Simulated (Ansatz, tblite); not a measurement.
Cost and result up the ladder for [Ni(NH3)6]3+ (NiN6H18³⁺) (25 atoms). Charge 3, multiplicity 2. Geometry: PBE-D4/def2-SVP.

```xyz
25

Ni    0.000   -0.001   -0.001
N     1.859   -0.581   -0.494
H     1.969   -1.612   -0.517
H     2.601   -0.254    0.153
H     2.162   -0.249   -1.428
N    -1.860    0.576    0.494
H    -2.149    0.272    1.442
H    -2.605    0.217   -0.132
H    -1.982    1.606    0.483
N    -0.260   -1.929    1.168
H     0.589   -2.253    1.666
H    -0.533   -2.750    0.599
H    -0.981   -1.902    1.913
N     0.260    1.931   -1.165
H     1.010    1.922   -1.880
H     0.490    2.760   -0.586
H    -0.576    2.235   -1.698
N    -0.709   -0.902   -1.649
H    -0.021   -1.501   -2.142
H    -1.039   -0.232   -2.369
H    -1.514   -1.530   -1.465
N     0.710    0.904    1.645
H     0.028    1.517    2.128
H     1.525    1.519    1.461
H     1.026    0.236    2.373
```

Ansatz on 6 threads of Intel Xeon on a shared host; xTB runs through tblite on one thread. Times are rough, summed over both states, and most runs start from the orbitals of an earlier one. PBE0-D4/def2-TZVP serves as the yardstick here, not as an exact answer. The other state is a quartet at its own geometry.

The xTB rows come from tblite. HSE06 is defined as in plane-wave codes, on full-range PBE exchange.

Run but left out: MP2/def2-TZVP (doublet: ⟨S²⟩ 0.92, where a pure state has 0.75).

xTB has no spin-polarisation term.

| level | functions | quartet − doublet (eV) | difference from PBE0-D4/def2-TZVP (eV) |
| --- | --- | --- | --- |
| PBE-D4/def2-TZVP | 339 | 1.45 | 0.53 |
| GFN2-xTB | 51 | 1.62 | 0.69 |
| BLYP-D4/def2-TZVP | 339 | 1.42 | 0.49 |
| PBE0-D4/def2-TZVP | 339 | 0.92 | 0.00 |
| GFN1-xTB | 69 | 1.63 | 0.71 |
| r2SCAN-D4/def2-TZVP (with forces) | 339 | 1.20 | 0.28 |
| HSE06-D4/def2-TZVP | 339 | 0.92 | -0.01 |

Estimate how long each takes.

GFN2-xTB 0.028 s; GFN1-xTB 0.056 s; PBE-D4/def2-TZVP 25 s; BLYP-D4/def2-TZVP 27 s; r2SCAN-D4/def2-TZVP (with forces) 47 s; HSE06-D4/def2-TZVP 64 s; PBE0-D4/def2-TZVP 73 s. On shared hardware such times vary by a factor of up to 3.
